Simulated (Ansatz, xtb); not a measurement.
**Relative energy of two isomers of C4H3BN2S**

Structure I is `Bc1cnc(C#N)s1`, a singlet and structure II is `Bc1scnc1C#N`, a singlet. Both are isolated molecules in the gas phase, relaxed with PBE-D3(BJ)/def2-SVP; the shapes shown needn't be the lowest conformers.

I (Å):

```yaml
atoms:
  - { symbol: C, position_ang: [0.7507, -0.0251, -0.6768] }
  - { symbol: C, position_ang: [0.8372, 0.6017, 0.5801] }
  - { symbol: C, position_ang: [2.1650, -1.0889, 1.0299] }
  - { symbol: C, position_ang: [3.0399, -1.9393, 1.7652] }
  - { symbol: B, position_ang: [-0.0450, 0.4103, -1.9097] }
  - { symbol: N, position_ang: [1.6144, 0.0184, 1.5201] }
  - { symbol: N, position_ang: [3.7635, -2.6574, 2.3484] }
  - { symbol: S, position_ang: [1.7422, -1.4589, -0.6264] }
  - { symbol: H, position_ang: [-0.7042, 1.4279, -1.8341] }
  - { symbol: H, position_ang: [-0.0237, -0.2380, -2.9354] }
  - { symbol: H, position_ang: [0.3023, 1.5341, 0.8171] }
```

II (Å):

```xyz
11

C     0.8021   -0.1496   -0.4335
C     2.4809    1.4833    0.3348
C     1.7176   -0.5642    0.5628
C     1.7098   -1.8774    1.1368
B    -0.3368   -0.9265   -1.1010
N     2.6454    0.3494    0.9825
N     1.7005   -2.9534    1.6044
S     1.1886    1.5054   -0.8225
H    -0.5309   -2.0755   -0.7651
H    -1.0276   -0.3988   -1.9478
H     3.1108    2.3704    0.5016
```

Energies in hartree; the thermal terms are from GFN2-xTB frequencies at re-optimised GFN2-xTB minima (ideal gas, soft modes damped towards free rotors, one conformer each, 298.15 K, 1 atm) and include the zero-point energy:

|  | I | II |
| --- | --- | --- |
| E, CCSD(T)/def2-SVP | −685.059436 | −685.061695 |
| E, MP2/def2-SVP | −684.979301 | −684.980706 |
| E, MP2/def2-TZVPP | −685.675520 | −685.677315 |
| zero-point energy | 0.062863 | 0.062846 |
| H(298 K) − E | 0.071447 | 0.071417 |
| G(298 K) − E | 0.030582 | 0.030584 |

**Question.** Correct the CCSD(T) difference for the basis set by the MP2 change, then work out ΔE, ΔE₀, ΔH and ΔG for I → II in kJ/mol (1 Eh = 2625.50 kJ/mol) and the equilibrium ratio [II]/[I].

**Answer.** 1. Differences II − I: CCSD(T) −0.002259, MP2 in the small set −0.001405, MP2 in the large set −0.001795 Eh.
2. ΔE = −0.002259 + (−0.001795 − (−0.001405)) = −0.002649 Eh = −6.95 kJ/mol.
3. ΔE₀ = ΔE + ΔZPE = −0.002649 + (−0.000017) Eh = −7.00 kJ/mol.
4. ΔH = ΔE + (−0.000030) Eh = −7.03 kJ/mol.
5. ΔG = ΔE + (+0.000002) Eh = −6.95 kJ/mol, so ΔS = (ΔH − ΔG)/T = −0.3 J/(mol K).
6. kT = 0.9442 mEh, so K = [II]/[I] = exp(−ΔG/kT) = exp(+2.80) ≈ 17.

Structure II is favoured at this temperature. An error of 4 kJ/mol in ΔG would change K by a factor of 5. Mirror images and further conformers aren't counted.

As drawn, both hold the same kinds of bond in the same numbers.

Other levels gave ΔE = −1.7 (GFN2-xTB); −8.9 (HF/STO-3G, GFN2-xTB geometries); −3.0 (r2SCAN-D4/def2-SVP, GFN2-xTB geometries); −1.6 (PBE-D3(BJ)/def2-SVP); −10.2 (HF/def2-SVP); −3.7 (MP2/def2-SVP); −5.9 (CCSD(T)/def2-SVP) kJ/mol. The correlated steps freeze 12 core orbitals. Programs: Ansatz 0.2.0, xtb 6.7.1.
